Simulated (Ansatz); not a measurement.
Reaction (cleavage of the Si–Si bond): `N[Si](F)([SiH3])Cl` + `[OH][Mg][F]` → `[F][Mg][O][SiH3]` + `N[SiH](F)Cl`

Gas-phase electronic energies from Ansatz, PBE0-D4/def2-TZVP geometries. CCSD(T)/CBS is the MP2 limit (def2-TZVPP, def2-QZVPP) plus CCSD(T) − MP2 in def2-TZVPP, frozen cores. DFT in def2-TZVPP. HSE06 is defined as in plane-wave codes. For Mg outer-core shells are correlated without core-valence functions, which leaves a few kJ/mol of doubt a bond. Each species was taken in one conformer, which may not be the lowest.

`N[Si](F)([SiH3])Cl`:

Z-matrix (Å, degrees):
```
Si
F 1 1.595
Si 1 2.334 2 112.4
N 1 1.695 2 106.2 3 -122.3
Cl 1 2.065 2 104.3 3 116.5
H 3 1.486 1 110.6 2 -53.7
H 3 1.488 1 108.2 2 -173.0
H 3 1.484 1 109.8 2 67.8
H 4 1.009 1 120.6 2 -44.5
H 4 1.007 1 120.3 2 168.3
```

`[OH][Mg][F]`:

Cartesian coordinates in Å:
```
O 0.877 0.420 0.483
Mg -0.528 -0.322 -0.257
F -1.923 -1.106 -0.968
H 1.574 1.007 0.742
```

`[F][Mg][O][SiH3]`:

Cartesian coordinates in Å:
```
F 1.784 2.563 2.376
Mg 0.990 1.422 1.318
O 0.180 0.258 0.239
Si -0.555 -0.797 -0.739
H -1.906 -1.160 -0.221
H -0.730 -0.231 -2.108
H 0.236 -2.055 -0.866
```

`N[SiH](F)Cl`:

```xyz
7

N    -0.444   -0.976   -0.030
Si    0.362    0.502    0.056
F    -0.125    1.453    1.238
Cl   -0.011    1.522   -1.669
H    -1.344   -1.071   -0.469
H    -0.243   -1.726    0.609
H     1.805    0.297    0.264
```

CCSD(T)/CBS gives -1.36 eV.

**Question.** Another level gave -1.09 eV. Which?
A. ωB97M-V/def2-TZVPP
B. HSE06/def2-TZVPP
C. revPBE/def2-TZVPP
D. BHLYP/def2-TZVPP

**Answer.** C. revPBE -1.09, ωB97M-V -1.34, HSE06 -1.18, BHLYP -1.47 eV.

Largest T1 diagnostic among the species: 0.012.

In def2-TZVPP, CCSD(T) changes the Hartree–Fock value by +0.27 eV (the triples alone add +0.04 eV) and MP2 by +0.21 eV. Leaving LDA and LC-ωPBE aside and taking each functional with its dispersion term where it has one, the values, not all of them listed here, spread over 0.37 eV, from BHLYP-D4 to revPBE-D4.
